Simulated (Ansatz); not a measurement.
Total energies of Cd8H22Se8 from Ansatz at HF/def2-TZVP, gas phase (1 Eh = 27.2114 eV = 2625.5 kJ/mol). The reference geometry is relaxed at r2SCAN-D4/def2-SVP.

```xyz
38

Cd    4.948   -1.905    1.272
Se    4.496    0.549   -1.582
Se    2.732    0.534    1.696
Cd    1.163    2.687    1.107
Cd    2.018   -0.272   -2.825
Se    0.564    1.697   -1.592
Se   -1.370    2.200    1.986
Cd   -4.689    1.961    1.951
Cd   -1.980    1.334   -2.545
Se   -3.045    3.566   -1.041
Cd    1.743   -1.995    1.863
Se    1.095   -2.099   -0.963
Se   -0.449   -1.711    3.312
Cd   -2.378   -0.320    2.152
Cd   -1.306   -2.932   -1.829
Se   -2.342   -0.714   -0.719
H     5.691   -1.825    2.777
H     4.568   -1.940   -0.393
H     4.574    1.701   -2.516
H     5.291   -0.278   -2.504
H     2.805    0.761    3.149
H     1.807    4.255    0.960
H     2.214   -0.615   -4.470
H     0.958    2.825   -2.453
H    -1.084    2.335    3.424
H    -4.993    2.461    3.525
H    -4.642    1.738    0.258
H    -2.558    1.302   -4.134
H    -2.430    4.498   -2.020
H    -4.299    3.553   -1.812
H     3.004   -3.177    1.909
H     1.956   -3.229   -1.343
H    -1.011   -3.069    3.207
H    -1.509   -3.886    0.864
H    -4.085   -0.316    2.432
H    -1.894   -4.226   -2.716
H    -1.781   -4.520    0.542
H    -3.782   -0.926   -0.927
```

| state | geometry | energy (Eh) |
| --- | --- | --- |
| charge 0 singlet | reference | -20546.54132 |
| charge 1 doublet | reference | -20546.24944 |
| charge -1 doublet | reference | -20546.52221 |
| free Cd atom (singlet) | – | -166.88392 |
| free Se atom (triplet) | – | -2399.82719 |
| free H atom (doublet) | – | -0.49981 |

In the def2 sets Cd takes a core potential; there is no spin–orbit coupling. Single mean-field runs in def2-TZVP are fitted with def2-universal-jkfit.

(1) Work out the vertical ionisation energy to the doublet.

(2) Work out the vertical electron affinity, to the doublet.

(3) Give the fundamental gap IE − EA, the Mulliken electronegativity (IE + EA)/2 and the hardness (IE − EA)/2.

(4) What is the binding energy per atom against free atoms?

(1) E(charge 1 doublet) − E(charge 0 singlet) = -20546.24944 − (-20546.54132) = 0.29188 Eh = 7.94 eV. For comparison, −ε of the highest occupied level is 9.37 eV at this level, 1.43 eV more.

(2) E(charge 0 singlet) − E(charge -1 doublet) = -20546.54132 − (-20546.52221) = -0.01911 Eh = -0.52 eV; negative, so the extra electron isn't bound. The basis lacks diffuse functions, which makes affinities too small.

(3) From the values in Eh: IE − EA = 0.29188 − (-0.01911) = 0.31099 Eh = 8.46 eV; (IE + EA)/2 = 3.71 eV; (IE − EA)/2 = 4.23 eV. The HOMO–LUMO gap of the same run is 10.55 eV, 2.09 eV larger than the fundamental gap.

(4) Atoms: 8 × (-166.88392) + 8 × (-2399.82719) + 22 × (-0.49981) = -20544.68470 Eh. Binding: -20544.68470 − (-20546.54132) = 1.85662 Eh = 50.52 eV, or 1.33 eV for each of 38 atoms (no zero-point energy, no counterpoise term).
